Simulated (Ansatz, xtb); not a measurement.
**C3H5ClOSi: where a starting geometry ends**

The starting geometry of this gas-phase singlet was built from a drawn formula by distance geometry and a force field; its bonds are those of `Cl/C=C1/C[SiH2]O1`.

```yaml
atoms:
  - { symbol: C, position_ang: [-0.6279, 2.5162, -0.2489] }
  - { symbol: C, position_ang: [-0.3630, 1.2214, -0.1618] }
  - { symbol: C, position_ang: [0.9181, 0.4631, -0.6931] }
  - { symbol: Cl, position_ang: [-1.9669, 3.3485, 0.3493] }
  - { symbol: O, position_ang: [-1.0552, 0.2411, 0.3963] }
  - { symbol: Si, position_ang: [0.0214, -0.9716, 0.0430] }
  - { symbol: H, position_ang: [0.1163, 3.2153, -0.7372] }
  - { symbol: H, position_ang: [1.0221, 0.4543, -1.7481] }
  - { symbol: H, position_ang: [1.9253, 0.7116, -0.2273] }
  - { symbol: H, position_ang: [-0.5300, -1.9397, -0.9418] }
  - { symbol: H, position_ang: [0.6245, -1.5600, 1.3144] }
```

Problem. Where would you expect an optimisation with r2SCAN-D4/def2-SVP to take it?

Solution. It keeps its bonds, and is `Cl/C=C1/C[SiH2]O1`.

The energy falls by 0.40 eV over 8 steps:

```
step  E − E(last) (eV)
   1             0.399
   2             0.087
   3             0.013
   4             0.004
   5             0.001
   6             0.000
   7             0.000
   8             0.000
```

Final geometry (Å):

```yaml
atoms:
  - { symbol: C, position_ang: [-0.5570, 2.5505, -0.2683] }
  - { symbol: C, position_ang: [-0.2772, 1.2420, -0.1892] }
  - { symbol: C, position_ang: [0.9395, 0.4782, -0.6985] }
  - { symbol: Cl, position_ang: [-2.0098, 3.2285, 0.3834] }
  - { symbol: O, position_ang: [-1.0894, 0.2949, 0.4059] }
  - { symbol: Si, position_ang: [0.0097, -0.9826, 0.0568] }
  - { symbol: H, position_ang: [0.1227, 3.2543, -0.7507] }
  - { symbol: H, position_ang: [1.0580, 0.4944, -1.7933] }
  - { symbol: H, position_ang: [1.8905, 0.7766, -0.2300] }
  - { symbol: H, position_ang: [-0.5643, -2.0119, -0.8514] }
  - { symbol: H, position_ang: [0.5619, -1.6248, 1.2801] }
```

From the same start GFN2-xTB reaches the same bonding as this run.

The end wasn't checked by frequencies. Run with Ansatz 0.2.0, 19 s on 2 threads of Intel(R) Xeon(R) Processor @ 2.70GHz, with other jobs on the host.
